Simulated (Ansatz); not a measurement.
Two isomers of C3H8Te: A = `CC(C)[TeH]`, B = `CC[Te]C`.

Isolated molecules relaxed with PBE0-D4/def2-TZVP in Ansatz; ΔE leaves out vibrations. CCSD(T)/CBS adds triple-zeta CCSD(T) − MP2 to the extrapolated MP2 energy (def2 sets, frozen cores). DFT in def2-TZVPP. def2 core potentials past Kr. For Te outer-core shells are correlated without core-valence functions, which leaves a few kJ/mol of doubt a bond. Each species was taken in one conformer, which may not be the lowest.

Question: Which is lower in electronic energy at CCSD(T)/CBS, and by how much? (Best estimate.)

Answer: Computed: B, by 1.0 kcal/mol.

Question: Give E(B) − E(A) in kcal/mol with r2SCAN-D4, ωB97M-V, PBE-D4, BLYP-D4, B2PLYP, MP2/def2-TZVPP, HF/def2-TZVPP. (Best estimate.)

Answer: Computed: r2SCAN-D4 -0.5, ωB97M-V -0.3, PBE-D4 -0.7, BLYP-D4 -1.2, B2PLYP -1.2, MP2/def2-TZVPP -0.5, HF/def2-TZVPP -0.8. None reverses the order clearly.

Question: Does the order hold for the free energy at 298.15 K (harmonic terms from PBE0-D4)? (Best estimate.)

Answer: The calculation gave: Yes: G(B) − G(A) = -0.8 kcal/mol, for one conformer each. Modes under 60 cm⁻¹, often nearly free rotors, make the harmonic entropy too high.

Largest T1 diagnostic: 0.010.

From BLYP to BHLYP (50 % exact exchange), in def2-TZVPP and without D4, E(B) − E(A) moves by +1.5 kcal/mol. At CCSD(T), def2-SVP lies +5.1 kcal/mol from the extrapolated value and def2-TZVPP +1.0 kcal/mol.
